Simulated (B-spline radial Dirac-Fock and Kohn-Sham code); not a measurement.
**Pd²⁺: eigenvalues, ΔSCF and the reference**

System: Pd²⁺, [Kr] 4d7 5s1 (an excited configuration).

The density-functional columns are spherical, spin-unpolarised Dirac-Kohn-Sham results without Breit or QED terms: −ε is minus the orbital energy of the initial state and ΔSCF the difference of two total energies. The reference in the last column comes from relaxed Dirac-Fock hole states (ΔSCF) with Breit and QED corrections and a finite nucleus. All numbers are from a radial finite-basis atomic code, in eV; a selection of levels is shown. For the 1s level of heavy atoms much of the gap between ΔSCF and the reference is the Breit and QED part, -73.1 eV here; for other levels the error of the functional can be larger.

| level | LDA −ε | LDA ΔSCF | Dirac-Fock |
| --- | --- | --- | --- |
| K | 24151.6 | 24455.8 | 24390.5 |
| L1 | 3552.9 | 3606.2 | 3651.8 |
| L2 | 3299.9 | 3366.0 | 3372.7 |
| L3 | 3140.7 | 3203.5 | 3215.5 |
| M1 | 665.4 | 684.1 | 713.8 |
| M2 | 565.4 | 584.6 | 603.3 |
| M3 | 537.6 | 556.3 | 575.2 |
| M5 | 354.4 | 374.3 | 375.3 |
| N2 | 83.99 | 92.53 | 95.61 |
| N3 | 79.35 | 87.74 | 91.04 |
| N4,5 | 31.40 | 38.63 | 36.83 |
| O1 | 22.35 | 26.61 | 24.63 |

Values without a named source are computed, but for edge energies of neutral atoms, which are taken from tables.
